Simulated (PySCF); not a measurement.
## Shapes and spin states of CrCl₂

Level of theory: PBE0 in PySCF with Cr def2-SVP, Cl def2-SVP; no relativity; density-fitted integrals.

Relaxations began from a few typed shapes and spin states; open shells are unrestricted. The search is not exhaustive: other isomers or separated fragments can lie lower, and high-lying points may rest on an excited occupation.

| spin | group | bonds | angles | imaginary modes (cm⁻¹) | ΔE (kJ/mol) | ΔE with ZPE (kJ/mol) |
| --- | --- | --- | --- | --- | --- | --- |
| quintet | C2v | Cr–Cl 2.182 Å (×2) | Cl–Cr–Cl 142.2° | none | 0.0 | 0.0 |
| quintet | D∞h | Cr–Cl 2.187 Å (×2) | Cl–Cr–Cl 180.0° | 42i | 1.9 | – |
| broken-symmetry Ms = 1 (⟨S²⟩ 3.01) | C2v | Cr–Cl 2.169 Å (×2) | Cl–Cr–Cl 139.5° | none | 134.0 | 134.1 |
| singlet (closed shell, unstable to spin polarisation) | C2v | Cr–Cl 2.118 Å (×2) | Cl–Cr–Cl 148.9° | none | 322.9 | 323.1 |
| singlet (closed shell, unstable to spin polarisation) | D∞h | Cr–Cl 2.119 Å (×2) | Cl–Cr–Cl 180.0° | 40i, 40i | 324.0 | – |

The lowest minimum found is the quintet C2v: Cr–Cl 2.182 Å (×2); Cl–Cr–Cl 142.2°.

Formally Cr is in oxidation state +2, d4, with 4 unpaired electrons (the high-spin count). The Mulliken spin on Cr is 4.18. The polar-tensor charge on Cr, 1.23, is below the formal one.

For the lowest minimum: with open d or f shells other occupations or spin states may lie lower.

The electron or spin density has lower symmetry than the nuclear frame for the quintet D∞h at 1.9 kJ/mol.
